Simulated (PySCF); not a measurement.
**First-order multiplets**

Molfile (atoms numbered from 1):
```
C4H5F4NO
     RDKit          3D

 15 14  0  0  0  0  0  0  0  0999 V2000
   -1.9319    0.2422   -0.6867 C   0  0  0  0  0  0  0  0  0  0  0  0
   -1.9570    0.3010    0.7479 N   0  0  0  0  0  0  0  0  0  0  0  0
   -0.9587   -0.0100    1.4512 C   0  0  0  0  0  0  0  0  0  0  0  0
    0.3976   -0.4887    0.9734 C   0  0  2  0  0  0  0  0  0  0  0  0
    1.1311   -0.8545    2.0525 F   0  0  0  0  0  0  0  0  0  0  0  0
    1.0289    0.5747    0.3125 O   0  0  0  0  0  0  0  0  0  0  0  0
    1.9815    0.2723   -0.5949 C   0  0  0  0  0  0  0  0  0  0  0  0
    1.4951   -0.4983   -1.5772 F   0  0  0  0  0  0  0  0  0  0  0  0
    3.0040   -0.3819   -0.0590 F   0  0  0  0  0  0  0  0  0  0  0  0
    2.4139    1.3986   -1.1187 F   0  0  0  0  0  0  0  0  0  0  0  0
   -1.0331   -0.1984   -1.1512 H   0  0  0  0  0  0  0  0  0  0  0  0
   -2.0442    1.2680   -1.0740 H   0  0  0  0  0  0  0  0  0  0  0  0
   -2.8203   -0.3106   -1.0300 H   0  0  0  0  0  0  0  0  0  0  0  0
   -1.0324    0.0559    2.5486 H   0  0  0  0  0  0  0  0  0  0  0  0
    0.3251   -1.3601    0.2996 H   0  0  0  0  0  0  0  0  0  0  0  0
  1  2  1  0
  2  3  2  0
  3  4  1  0
  4  5  1  0
  4  6  1  0
  6  7  1  0
  7  8  1  0
  7  9  1  0
  7 10  1  0
  1 11  1  0
  1 12  1  0
  1 13  1  0
  3 14  1  0
  4 15  1  6
M  END
```

Method: shielding tensors at HF/pcSseg-1 (GIAO), B3LYP/pcJ-1 coupling constants (spin–dipole term only in couplings to heteroatoms), geometry from PBE0-D3(BJ)/def2-SVP, in PySCF (one averaged value for each set of equivalent atoms, no relativistic terms, no solvent model, single conformer).

Shifts are taken against calculated references (same method and geometry level): 13C against TMS; CFCl3 for 19F.

Spectrometer: 600 MHz for 1H. First-order analysis; couplings under 1 Hz (under 4 Hz in carbon signals) are ignored, and nearly equal couplings are merged; the smaller ones broaden or split the lines further.

(1) What pattern does C3 show in the proton-coupled 13C spectrum?

(2) What pattern does C7 show in the proton-coupled 13C spectrum?

(3) What pattern does F5 show (19F)?

(4) What pattern does F8/F9/F10 show (19F)?

Answers

(1) A doublet of doublets of quartets at δ 160.1: 198.5 Hz to H14 (1 × 1H, 1 bond away), 44.2 Hz to F5 (1 × 19F, 2 bonds away), 9.0 Hz to H11/H12/H13 (3 × 1H, 3 bonds away). Lines in Hz from the centre (relative intensity): +134.8 (1), +125.8 (3), +116.8 (3), +107.8 (1), +90.7 (1), +81.7 (3), +72.7 (3), +63.6 (1), -63.6 (1), -72.7 (3), -81.7 (3), -90.7 (1), -107.8 (1), -116.8 (3), -125.8 (3), -134.8 (1). The outer lines are 269.7 Hz apart, the sum of the couplings kept, or 1.788 ppm at this field.

(2) A quartet of doublets at δ 109.9: 337.5 Hz to F8/F9/F10 (3 × 19F, 1 bond away), 4.4 Hz to H15 (1 × 1H, 3 bonds away). Lines in Hz from the centre (relative intensity): +508.4 (1), +504.1 (1), +170.9 (3), +166.6 (3), -166.6 (3), -170.9 (3), -504.1 (1), -508.4 (1). The outer lines are 1016.9 Hz apart, the sum of the couplings kept, or 6.740 ppm at this field.

(3) A doublet of doublets of quartets at δ -124.9: 65.0 Hz to H15 (1 × 1H, 2 bonds away), 11.7 Hz to H14 (1 × 1H, 3 bonds away), 2.1 Hz to F8/F9/F10 (3 × 19F, 4 bonds away). Lines in Hz from the centre (relative intensity): +41.5 (1), +39.4 (3), +37.3 (3), +35.2 (1), +29.8 (1), +27.7 (3), +25.6 (3), +23.5 (1), -23.5 (1), -25.6 (3), -27.7 (3), -29.8 (1), -35.2 (1), -37.3 (3), -39.4 (3), -41.5 (1). The outer lines are 83.0 Hz apart, the sum of the couplings kept, or 0.147 ppm at this field.

(4) A doublet at δ -38.9: 2.1 Hz to F5 (1 × 19F, 4 bonds away). Lines in Hz from the centre (relative intensity): +1.1 (1), -1.1 (1). The outer lines are 2.1 Hz apart, the sum of the couplings kept, or 0.004 ppm at this field.

Unscaled 3J(H,H) at this level run about 10 % above measured values. Couplings across =CH–CH2 type bonds come from one rotamer and its mirror image, and can be 1–2 Hz further off. Only one conformer was computed, so three-bond couplings in flexible chains and rings are approximate.
